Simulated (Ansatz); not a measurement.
One change: `FC(F)(F)C1=CC(C(F)(F)F)=[O+][Al-]([Cl])([Cl])[O]1` becomes `FC(F)(F)C1=CC(C(F)(F)F)=[O+][Zn-]([Cl])[O]1`.

Ansatz, PBE0-D4/def2-TZVP geometries, multiplicity 1. 

Scalar relativity is left out up to krypton.

```csv
property,`FC(F)(F)C1=CC(C(F)(F)F)=[O+][Al-]([Cl])([Cl])[O]1`
HOMO energy (PBE/def2-TZVPP) / eV,-7.56
size of the dipole moment (ωB97M-V/def2-TZVPP) / D,3.92
LUMO energy (PBE/def2-TZVPP) / eV,-4.72
HOMO–LUMO gap (B3LYP/def2-TZVPP) / eV,4.45
HOMO energy (PBE0/def2-TZVPP) / eV,-8.91
HOMO energy (B3LYP/def2-TZVPP) / eV,-8.64
```

What does the change do to each property? (An estimate is asked.)

Ansatz gave: 
```csv
property,`FC(F)(F)C1=CC(C(F)(F)F)=[O+][Zn-]([Cl])[O]1`,shift
HOMO energy (PBE/def2-TZVPP) / eV,-7.23,0.33
size of the dipole moment (ωB97M-V/def2-TZVPP) / D,2.73,-1.19
LUMO energy (PBE/def2-TZVPP) / eV,-4.18,0.54
HOMO–LUMO gap (B3LYP/def2-TZVPP) / eV,4.78,0.33
HOMO energy (PBE0/def2-TZVPP) / eV,-8.61,0.30
HOMO energy (B3LYP/def2-TZVPP) / eV,-8.39,0.25
```

With PBE0 the HOMO rises by 0.30 eV and the LUMO rises by 0.59 eV, so the gap widens by about 0.29 eV. PBE moves the HOMO by 0.33 eV and ωB97M-V by 0.36 eV. Dipoles are sizes alone; their direction can turn.

B3LYP here is the variant with VWN-RPA as its local correlation; programs differ in this.
